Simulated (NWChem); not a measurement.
Isomers of C₂H₃F₂NSi, each optimised at B3LYP/6-31G* with NWChem, gas phase unless a solvent is named. Flexible species stand in one conformer each, which need not be the lowest. Pople sets run with spherical d functions. Relative energies count from the lowest isomer at each level and are electronic, without zero-point energy, on those geometries.

A: F[C@H]1N=C[Si@@H]1F
B: C#C[Si](N)(F)F
C: N#CC(F)(F)[SiH3]
D: N#CC[SiH](F)F

| quantity | A | B | C | D |
|---|---|---|---|---|
| relative energy, B3LYP/6-31G* (kcal/mol) | 75.5 | 8.8 | 105.3 | 0.0 |
| dipole (D), B3LYP/6-31G* | 1.64 | 2.80 | 2.98 | ___ |
| highest harmonic frequency (cm⁻¹), B3LYP/6-31G* | 3174 | 3680 | 2365 | ___ |
| SMD solvation free energy in water, B3LYP/6-31G* (kcal/mol) | -2.2 | -2.6 | 1.9 | ___ |

**Question.** Fill in the missing entries.

**Answer.** 
- dipole (D), B3LYP/6-31G*, D: 2.88
- highest harmonic frequency (cm⁻¹), B3LYP/6-31G*, D: 3101
- SMD solvation free energy in water, B3LYP/6-31G* (kcal/mol), D: -3.6
